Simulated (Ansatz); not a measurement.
Program: Ansatz. Geometries: PBE0-D4/def2-TZVP. ΔE: electronic, gas phase. CBS: MP2 limit from def2 TZ/QZ plus the TZ coupled-cluster correction, frozen cores. This one scheme is used for every species. Elements past krypton have def2 core potentials. For Ga, Sb outer-core shells are correlated without core-valence functions, which leaves a few kJ/mol of doubt a bond. Scalar relativity is left out up to krypton.

Consider the ligand exchange at the Sb–O bond: `[GaH2][O][SbH2]` + `C=N` → `C=[N][SbH2]` + `[OH][GaH2]`.

```csv
species,CCSD(T)/CBS(def2) energy (Eh)
`[GaH2][O][SbH2]`,-2241.53579
`C=N`,-94.52360
`C=[N][SbH2]`,-335.12055
`[OH][GaH2]`,-2000.92981
```

Work out ΔE.

ΔE = (-335.12055) + (-2000.92981) − (-2241.53579) − (-94.52360) = 0.00903 Eh = +23.7 kJ/mol.

Largest T1 diagnostic among the species: 0.016.

From BLYP to BHLYP (50 % exact exchange), in def2-TZVPP and without D4, ΔE moves by +5.4 kJ/mol. At CCSD(T), def2-SVP lies +4.0 kJ/mol from the extrapolated value and def2-TZVPP −2.3 kJ/mol.
